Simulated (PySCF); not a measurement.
Molecule: `FC(C1=C[C@H]1C#C)(F)F`, C₆H₃F₃.

Cartesian coordinates in Å; atom numbers follow the order of the lines, from 1:
```xyz
12

C    -2.761    0.648    0.338
C    -1.792    0.115   -0.122
C    -0.628   -0.512   -0.672
C     0.174   -1.485    0.159
C     0.715   -0.312   -0.004
C     1.807    0.638    0.250
F     1.410    1.691    0.982
F     2.827    0.069    0.914
F     2.321    1.136   -0.888
H    -3.615    1.112    0.733
H    -0.662   -0.640   -1.751
H     0.207   -2.459    0.580
```

Frames of a GFN2-xTB Langevin trajectory at 400 K; GIAO PBE0/pcSseg-1 shieldings in PySCF, gas phase, non-relativistic; equivalent atoms averaged within each frame.

Scale: ¹³C (σref 186.93) and ¹H (σref 31.72) against TMS; ¹⁹F (σref 170.95) against CFCl3 (reference shieldings calculated alike). The references are static minima.

How do the shifts (ppm) fluctuate along the trajectory?

Results:


```csv
time (fs),C5,C6,C4,C2,C1,C3,F7/F8/F9,H12,H11,H10
250,131.8,128.3,120.1,99.8,72.7,19.3,-75.9,7.26,2.48,2.17
425,147.4,127.8,129.1,98.8,75.0,17.6,-72.6,7.92,3.60,2.81
625,123.1,131.1,132.2,100.0,79.6,18.9,-57.9,7.79,3.03,2.33
800,129.0,126.2,123.6,93.3,74.8,8.0,-83.2,7.04,1.86,1.25
1000,128.7,130.0,122.8,94.1,73.7,14.5,-77.8,7.43,2.89,2.81
mean of frames,132.0,128.7,125.6,97.2,75.2,15.7,-73.5,7.49,2.77,2.27
standard deviation,9.2,1.9,4.9,3.2,2.6,4.7,9.5,0.36,0.65,0.64
```

5 frames give an uncertainty of the mean of about the standard deviation over 2.2 at best, since frames this close in time may not be independent; classical motion lacks zero-point vibration, and the reference would need the same averaging.
